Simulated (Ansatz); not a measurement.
C3H4 (SMILES [CH]C=C): geometry of the low-spin state from B3LYP-D3(BJ)/def2-TZVP.
(charge 0, multiplicity 1):
```xyz
7

C     -1.2037     0.3194    -0.3605
C     -0.1034    -0.3733     0.0457
C      1.1399     0.1713     0.3074
H     -2.0659    -0.0275    -0.9171
H     -0.2219    -1.4519     0.1925
H      1.9723    -0.4541     0.5965
H      1.3185     1.2291     0.1721
```
The high-spin state stands at its own minimum; R- takes a restricted low-spin state.

The values were computed with Ansatz (a quantum-chemistry and plane-wave program) with Gaussian orbitals. Each number belongs to the level named beside it.

The gap E(multiplicity 1) − E(multiplicity 3) (kcal/mol) and the share of exact exchange:

```csv
functional,exact exchange (%),value
R-PBE/def2-TZVPP,0,18.55
R-PBE0/def2-TZVPP,25,24.00
R-B3LYP/def2-TZVPP,20,18.59
R-BHLYP/def2-TZVPP,50,23.86
R-r2SCAN/def2-TZVPP,0,27.00
```

Question: Take the value as linear in the share of exact exchange along PBE and PBE0. Give the slope, say whether the sign turns, and set the other functionals against that line.

Answer: 
Slope: (24.00 − (18.55))/2.5 = 2.18 kcal/mol for each 10 %. The line keeps its sign from 0 to 100 %. At 50 % it gives 29.4 kcal/mol. From B3LYP to BHLYP the slope is (23.86 − (18.59))/3 = 1.76 for each 10 %. BHLYP, at 50 %, lies -5.6 from the PBE line. B3LYP, at 20 %, lies -4.3 from the PBE line. r2SCAN, with none, stands 8.5 from PBE.

Doubts at one or more of the structures used: a restricted determinant that unrestricted orbitals would lower (R-PBE/def2-TZVPP, R-PBE0/def2-TZVPP, R-B3LYP/def2-TZVPP, R-BHLYP/def2-TZVPP, R-r2SCAN/def2-TZVPP).
